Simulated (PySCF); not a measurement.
Vertical excitations of a molecule C3H4N2 from TDDFT-B3LYP/def2-SVPD run with PySCF, as energy in eV (oscillator strength): 5.82 (0.000), 6.42 (0.002), 6.52 (0.141), 6.84 (0.032), 6.97 (0.021), 7.05 (0.000), 7.09 (0.049), 7.28 (0.003), 7.38 (0.004), 7.71 (0.004). Lowest triplet (TDA): 4.53 eV. Geometry optimised at PBE0-D3(BJ)/def2-SVP. The values are those of a single conformer.

### Question
Pick the molecule that these values belong to.
A) c1cn[nH]c1
B) c1c[nH]cn1
C) C/C=N/C#N
D) C1=NCN=C1

### Answer
B, c1c[nH]cn1
